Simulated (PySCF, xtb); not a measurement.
Mo(NH)2(F)(OH) (FH3MoN2O), SMILES [Mo]([OH])(=[NH])([F])=[NH], multiplicity 1.

GFN2-xTB (xtb) at its own geometry gives an orbital gap of 3.10 eV and a dipole moment of 4.29 D.

Coordinates come from a PBE-D3(BJ)/def2-SVP optimisation. The spin state was assumed, not searched. The structure was generated by enumeration; whether it is a known compound was not checked. The def2 effective core potentials stand for the cores of Mo; spin–orbit coupling is left out. One conformer was computed; it need not be the lowest.

Question: What does M06-2X/def2-TZVP (PySCF) give? (An estimate is asked for; the answer gives what the named calculation found.)

Answer: gap 8.48 eV (levels -9.53 and -1.05 eV), dipole 3.31 D.
